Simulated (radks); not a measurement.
Initial-state core-level shifts of the lead ion Pb3+ when its valence configuration changes from [Xe] 4f14 5d10 6s1. Calculated with a radial shooting solver on a logarithmic mesh with Libxc functionals: Dirac Kohn-Sham, BLYP, spin-unpolarised, spherical densities, finite nucleus; open shells fill j = l - 1/2 first; Fermi nuclear charge, rms radius 5.5012 fm. Shifts are changes of the shell-averaged eigenvalues in eV (positive: less bound); the change of the density at the nucleus, which sets a Mossbauer isomer shift, is in e/bohr^3, on a base of 2.737e+06.

valence                     2s       2p       3s       4s  density at nucleus
4f13.5 5d10 6s1.5      -10.189  -10.089  -11.292   -9.826              +299.2
4f14 5d9 6s2            -4.840   -4.833   -4.750   -4.661              +385.6
4f13.5 5d8 6s1.5 6p2   -22.663  -22.540  -23.575  -21.887              +481.0
4f14 5d9.5 6s1.5        -2.397   -2.393   -2.354   -2.312              +187.7
4f12.5 5d10 6s1.5 6p1  -32.458  -32.148  -35.840  -31.166              +617.4
4f14 5d8 6s1 6p2       -12.166  -12.143  -11.997  -11.807              +150.4
4f14 5d9 6s1 6p1        -6.021   -6.010   -5.946   -5.861               +71.7
4f13 5d10 6s1 6p1      -21.800  -21.595  -24.043  -21.022              +294.2
4f14 5d10 6p1           -1.195   -1.191   -1.211   -1.215              -302.4
